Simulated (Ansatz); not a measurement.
```yaml
crystal:
  periodic: [false, false, false]
  atoms:
    - {symbol: Mo, position_ang: [-0.429493, 1.418640, -1.307497]}
    - {symbol: Mo, position_ang: [-1.285151, 0.744484, 1.304816]}
    - {symbol: Mo, position_ang: [1.428725, -1.269016, 0.140295]}
    - {symbol: O, position_ang: [1.193793, -2.710442, -1.113742]}
    - {symbol: O, position_ang: [-2.832421, 0.033048, 1.110436]}
    - {symbol: O, position_ang: [3.016086, -1.095292, 0.707545]}
    - {symbol: O, position_ang: [0.189031, -0.396490, 1.371090]}
    - {symbol: O, position_ang: [0.746202, -3.065823, 0.248139]}
    - {symbol: O, position_ang: [-1.694755, 0.921547, -2.351654]}
    - {symbol: O, position_ang: [-1.272116, 2.105834, 2.347442]}
    - {symbol: O, position_ang: [-0.039755, 3.084260, -1.429214]}
    - {symbol: O, position_ang: [0.979854, 0.229250, -1.027646]}
basis:
  gaussian: {orbitals: def2-TZVPD}
magnetization: {spin_polarized: true, initial_magnetization: 2}
hamiltonian: {xc: pbe0, dispersion: d4}
scf: {omitted_lower_state_checks: [starts]}
output: {orbitals: {seedname: orbitals}}
```

```sh
$ ansatz run in.yaml --threads 4 --pin off --events-out ev --progress --plain --max-ram 6963MiB
```

(1) Does this run fit into the memory that it is given?

Results:

(1) No. It has 480 basis functions, and Ansatz plans for 8 GiB where 7 GiB are given.
